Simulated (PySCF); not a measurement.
PySCF input for GaCl, SMILES [Cl][Ga] (connectivity only; charge and spin as stated), neutral, multiplicity 1, IEF-PCM-B3LYP/def2-TZVPD. Coordinates come from a PBE-D3(BJ)/def2-TZVP optimisation.

```python
import numpy as np
from pyscf import gto, scf, dft
from pyscf.solvent import pcm

mol = gto.M(
    atom='''
    Ga    0.00000000    0.00000000   -0.79155464
    Cl    0.00000000    0.00000000    1.44342316
    ''',
    basis='def2-TZVPD',
    charge=0,
    spin=0,
    max_memory=1600,
    verbose=3,
)
mf = dft.RKS(mol, xc='b3lyp').density_fit(auxbasis='def2-universal-jkfit')
mf.grids.level = 3
mf.conv_tol = 1e-9
mf.max_cycle = 100
mf.kernel()
res = {}
for name, eps in {'water': 78.355, 'dimethylsulfoxide': 46.826, 'dichloromethane': 8.93}.items():
    s = mf.PCM()
    s.with_solvent.method, s.with_solvent.eps, s.with_solvent.lebedev_order = 'IEF-PCM', eps, 29
    s.kernel(mf.make_rdm1())
    res[name] = (s.e_tot, eps, s.dip_moment(), s.mo_energy, s.converged)
    print(f'{name}: electrostatic solvation free energy {(s.e_tot - mf.e_tot) * 627.509474:.3f} kcal/mol')
```

It prints:

```
converged SCF energy = -2385.20383128206

WARN: PCM is an experimental feature. It is still in testing.
Features and APIs may be changed in the future.

converged SCF energy = -2385.21176317723
Dipole moment(X, Y, Z, Debye):  0.00000, -0.00000, -3.79943
water: electrostatic solvation free energy -4.977 kcal/mol

WARN: PCM is an experimental feature. It is still in testing.
Features and APIs may be changed in the future.

converged SCF energy = -2385.21165017146
Dipole moment(X, Y, Z, Debye):  0.00000,  0.00000, -3.78204
dimethylsulfoxide: electrostatic solvation free energy -4.906 kcal/mol

WARN: PCM is an experimental feature. It is still in testing.
Features and APIs may be changed in the future.

converged SCF energy = -2385.21053209265
Dipole moment(X, Y, Z, Debye):  0.00000, -0.00000, -3.61087
dichloromethane: electrostatic solvation free energy -4.205 kcal/mol
```

Self-consistency was reached.

Cost: about 22 core-seconds (a rough figure).
